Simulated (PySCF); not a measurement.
Molecule: SMILES F[C@H]1CC[SiH2][SiH2]1, C3H9FSi2.

Cartesian coordinates in Å; atom numbers follow the order of the lines, from 1:
```xyz
15

F     0.8638   -0.9860    1.9909
C     0.9910   -1.0467    0.6049
C    -0.3992   -1.1798   -0.0010
C    -1.2765    0.0391    0.3168
Si   -0.3485    1.6318   -0.1796
Si    1.7603    0.6299    0.0275
H     1.6105   -1.9270    0.3615
H    -0.2839   -1.3027   -1.0934
H    -0.8696   -2.1072    0.3692
H    -1.4529    0.0787    1.4039
H    -2.2617   -0.0357   -0.1681
H    -0.6590    2.0338   -1.5874
H    -0.6353    2.7854    0.7247
H     2.7082    1.1636    1.0478
H     2.4730    0.4513   -1.2766
```

Geometry PBE0-D3(BJ)/def2-SVP throughout; GIAO in PySCF 2.14, gas phase, one conformer, non-relativistic; equivalent atoms averaged; functional PBE0.

(1) How do the absolute shieldings σ depend on the basis set? (a selection of nuclei; ppm; last column core-seconds on shared hosts with different chips, so compare them loosely)

(2) Which nucleus among those listed moves most, in ppm?

(3) Taking the largest basis, def2-TZVP (252 functions), as the yardstick, rank the others by their worst heavy-atom deviation.

Results:

(1) 
```tsv
basis set	functions	Si5	Si6	H7	H14	H13	H15	H12	H10	H11	core-s
STO-3G	47	560.8	565.0	30.53	30.68	30.84	30.88	30.90	32.00	32.07	6.1
6-31G	80	488.5	477.1	27.34	28.88	29.05	29.04	29.18	31.16	31.38	11
6-31G*	110	459.4	450.0	26.74	27.81	27.86	27.98	28.02	30.82	30.78	17
def2-SVP	137	475.7	468.0	26.40	27.34	27.35	27.50	27.58	30.36	30.27	19
pcSseg-1	161	420.9	414.2	26.03	27.29	27.32	27.46	27.55	30.12	30.02	14
6-311+G(2d,p)	232	414.9	408.7	26.22	27.32	27.31	27.42	27.50	30.36	30.22	50
def2-TZVP	252	404.1	398.3	26.21	27.27	27.27	27.39	27.47	30.38	30.21	62
```

(2) Si6 (silicon bonded to C, Si, 2 H, in a 5-membered ring): from 398.3 ppm with def2-TZVP to 565.0 ppm with STO-3G. The smallest spread is 1.88 ppm, at H10. Proton shifts span only some 12 ppm, so a few tenths of a ppm matter as much there as several ppm in carbon.

(3) 6-311+G(2d,p) 10.8 ppm (232 functions), pcSseg-1 16.8 ppm (161 functions), 6-31G* 55.3 ppm (110 functions), def2-SVP 71.7 ppm (137 functions), 6-31G 84.4 ppm (80 functions), STO-3G 166.8 ppm (47 functions).

A small basis that lands close on one nucleus may do so by chance; judge by the trend and by all nuclei.
